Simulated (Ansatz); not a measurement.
`BC(F)([SiH3])[SiH3]` → `BC(F)[SiH3]` + `[SiH2]`  (silylene formation by 1,1-elimination)

Computed with Ansatz on PBE0-D4/def2-TZVP structures; ΔE is electronic, products minus reactants. CCSD(T)/CBS is the MP2 limit (def2-TZVPP, def2-QZVPP) plus CCSD(T) − MP2 in def2-TZVPP, frozen cores. This one scheme is used for every species. Functionals use def2-TZVPP. B3LYP here is the variant with VWN-RPA as its local correlation; programs differ in this.

`BC(F)([SiH3])[SiH3]`:

Z-matrix (Å, degrees):
```
C
F 1 1.412
Si 1 1.912 2 107.4
B 1 1.518 2 115.4 3 122.1
Si 1 1.911 2 107.4 3 -115.6
H 3 1.484 1 110.0 2 67.6
H 3 1.484 1 108.1 2 -51.9
H 3 1.483 1 109.0 2 -171.7
H 4 1.197 1 117.7 2 -180.0
H 4 1.193 1 121.4 2 -0.0
H 5 1.484 1 108.2 2 52.3
H 5 1.484 1 109.9 2 -67.1
H 5 1.483 1 109.0 2 172.2
```

`BC(F)[SiH3]`:

Cartesian coordinates in Å:
```
B 0.646 -1.294 -0.291
C 0.144 0.019 -0.868
F -0.907 -0.041 -1.777
Si -0.487 0.874 0.756
H 1.606 -1.245 0.423
H 0.045 -2.314 -0.442
H 0.904 0.712 -1.246
H -1.494 1.878 0.337
H 0.662 1.519 1.436
H -1.118 -0.109 1.674
```

`[SiH2]`:

```xyz
3

Si    0.556    0.009   -0.444
H    -0.766   -0.752   -0.403
H     0.210    0.743    0.847
```

```
             level  ΔE (kJ/mol)  difference from CCSD(T)/CBS
          B3LYP-D4        238.8                         -5.6
           ωB97M-V        239.5                         -4.9
               PBE        235.6                         -8.8
            r2SCAN        260.1                         15.7
              PBE0        243.6                         -0.8
   CCSD/def2-TZVPP        230.7                        -13.7
     HF/def2-QZVPP        215.5                        -28.9
    MP2/def2-QZVPP        261.9                         17.5
SCS-MP2/def2-QZVPP        248.7                          4.3
      HF/CBS(def2)        215.6                        -28.8
       CCSD(T)/CBS        244.4                            0
```

Largest T1 diagnostic among the species: 0.014.

From PBE to PBE0 (25 % exact exchange), in def2-TZVPP and without D4, ΔE moves by +8.0 kJ/mol. In def2-TZVPP, CCSD(T) changes the Hartree–Fock value by +22.4 kJ/mol (the triples alone add +6.4 kJ/mol) and MP2 by +42.7 kJ/mol. The D4 term adds +18.7 kJ/mol with B3LYP and +10.2 kJ/mol with PBE0; it sums over pairs of atoms, weighted by their polarisabilities, and B3LYP, whose exchange is more repulsive, gets the larger term.
